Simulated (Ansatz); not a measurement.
Isolated molecules relaxed with PBE0-D4/def2-TZVP in Ansatz; ΔE leaves out vibrations. CCSD(T)/CBS adds triple-zeta CCSD(T) − MP2 to the extrapolated MP2 energy (def2 sets, frozen cores). This one scheme is used for every species. For Mg outer-core shells are correlated without core-valence functions, which leaves a few kJ/mol of doubt a bond. One conformer a species, not always the lowest.

Reaction (cleavage of the Si–Al bond): `[SiH3][Al]([Cl])[Cl]` + `[OH][Mg][F]` → `[F][Mg][O][SiH3]` + `[Cl][AlH][Cl]`

```csv
species,CCSD(T)/CBS(def2) energy (Eh)
`[SiH3][Al]([Cl])[Cl]`,-1452.59090
`[OH][Mg][F]`,-375.57775
`[F][Mg][O][SiH3]`,-665.90405
`[Cl][AlH][Cl]`,-1162.30651
```

Task: Work out ΔE.

Result: ΔE = (-665.90405) + (-1162.30651) − (-1452.59090) − (-375.57775) = -0.04191 Eh = -26.3 kcal/mol.

Largest T1 diagnostic among the species: 0.012.

In def2-TZVPP, CCSD(T) changes the Hartree–Fock value by +6.1 kcal/mol (the triples alone add +0.8 kcal/mol) and MP2 by +4.5 kcal/mol. At CCSD(T), def2-SVP lies +0.8 kcal/mol from the extrapolated value and def2-TZVPP +0.1 kcal/mol.
